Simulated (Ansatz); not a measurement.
Total energies of `O[B]1O[CH2][Zn]1`.

```xyz
8

O    -0.440    2.195   -0.163
B     0.095    0.961   -0.133
O    -0.656   -0.138    0.158
C    -0.080   -1.460    0.189
Zn    1.657   -0.471   -0.301
H     0.208    2.866   -0.382
H    -0.580   -2.079   -0.555
H    -0.205   -1.874    1.189
```

Charge 0, multiplicity 1. For Zn the d shell is correlated and the shells below it are frozen. Scalar relativity is left out up to krypton. Geometry: relaxed with PBE0-D4/def2-TZVP. It is one conformer, not always the lowest. Basis def2-TZVPP, the Gaussian-basis code of Ansatz.

RPA on PBE orbitals: Hartree–Fock energy of these orbitals -1991.82186 Eh, correlation -1.79181 Eh (frozen core).

```csv
functional,energy without D4 (Eh),D4 term (kJ/mol)
PBE,-1994.19470,-15.0
revPBE,-1994.52098,-47.6
BLYP,-1994.74686,-33.5
B97M-V,-1994.31481,–
PBE0,-1994.21157,-12.5
r2SCANh,-1994.54892,-3.7
HSE06 (plane-wave form),-1994.19980,-11.7
BHLYP,-1994.54437,-18.6
CAM-B3LYP,-1994.72838,-12.7
LC-ωPBE,-1994.32452,–
ωB97X-V,-1994.45932,–
ωB97M-V,-1994.53593,–
B2PLYP,-1994.26932,–
PBE-QIDH,-1993.92892,–
```

Question: Give the same for LDA (SPW92), r2SCAN, B3LYP, r2SCAN0. (Estimate.)

Answer: Ansatz gave: 
```json
{"functional": "LDA (SPW92)", "energy without D4 (Eh)": "-1990.11330", "D4 term (kJ/mol)": "–"}
{"functional": "r2SCAN", "energy without D4 (Eh)": "-1994.57915", "D4 term (kJ/mol)": "-3.5"}
{"functional": "B3LYP", "energy without D4 (Eh)": "-1994.76142", "D4 term (kJ/mol)": "-24.4"}
{"functional": "r2SCAN0", "energy without D4 (Eh)": "-1994.50581", "D4 term (kJ/mol)": "-4.1"}
```

B3LYP takes the VWN-RPA correlation (the form of Gaussian; ORCA's B3LYP/G). HSE06 is the plane-wave form, built on full-range PBE exchange. The double hybrids freeze the cores in their second-order part.

LC-ωPBE has ω = 0.4 bohr⁻¹.
